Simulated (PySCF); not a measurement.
Molecule: `O[SiH](O)P`, H5O2PSi.

Atom-mapped SMILES (the numbers label the heavy atoms): `[OH:1][SiH:2]([OH:3])[PH2:4]`. Each H is labelled by its parent atom.

Geometry PBE0-D3(BJ)/def2-SVP throughout; GIAO in PySCF 2.14.0 with density-fitted response routines, gas phase, one conformer, non-relativistic; equivalent atoms averaged; functional PBE0.

Question: How do the absolute shieldings σ depend on the basis set? (ppm; last column core-seconds on shared hosts with different chips, so compare them loosely)

Answer: 
```tsv
basis set	functions	O1/O3	Si2	P4	H(Si2)	H(P4)	H(O1)/H(O3)	core-s
STO-3G	33	396.0	500.5	747.9	30.20	32.27	35.47	1.9
6-31G	54	273.8	404.6	629.3	26.44	30.99	31.39	3.6
pcSseg-0	54	283.5	341.3	630.2	26.05	31.19	31.55	3.5
6-31G*	74	268.6	401.3	602.1	25.80	30.41	30.21	4.8
def2-SVP	89	277.1	413.6	628.3	25.41	30.05	29.77	6
cc-pVDZ	89	278.7	420.5	625.7	25.41	30.12	29.94	5.9
pcSseg-1	107	266.2	350.6	580.7	25.35	29.78	29.41	6.3
aug-cc-pVDZ	145	273.0	411.4	626.2	24.95	29.92	30.04	14
6-311+G(2d,p)	154	258.6	344.2	574.2	25.11	29.85	30.03	13
def2-TZVP	166	259.3	334.2	565.7	25.11	29.90	29.89	14
cc-pVTZ	198	265.2	356.4	594.9	25.04	29.91	29.50	23
IGLO-III	208	256.2	349.5	581.4	25.04	29.88	29.75	22
pcSseg-2	228	256.4	344.0	573.9	25.12	29.69	29.31	20
```

Question: Which nucleus moves most, in ppm?

Answer: P4 (phosphorus bonded to Si, 2 H): from 565.7 ppm with def2-TZVP to 747.9 ppm with STO-3G. The smallest spread is 2.58 ppm, at H(P4).

Question: Taking the largest basis, pcSseg-2 (228 functions), as the yardstick, rank the others by their worst heavy-atom deviation.

Answer: 6-311+G(2d,p) 2.2 ppm (154 functions), IGLO-III 7.5 ppm (208 functions), pcSseg-1 9.8 ppm (107 functions), def2-TZVP 9.8 ppm (166 functions), cc-pVTZ 20.9 ppm (198 functions), pcSseg-0 56.2 ppm (54 functions), 6-31G* 57.4 ppm (74 functions), 6-31G 60.6 ppm (54 functions), aug-cc-pVDZ 67.4 ppm (145 functions), def2-SVP 69.6 ppm (89 functions), cc-pVDZ 76.6 ppm (89 functions), STO-3G 174.0 ppm (33 functions).

A small basis that lands close on one nucleus may do so by chance; judge by the trend and by all nuclei.
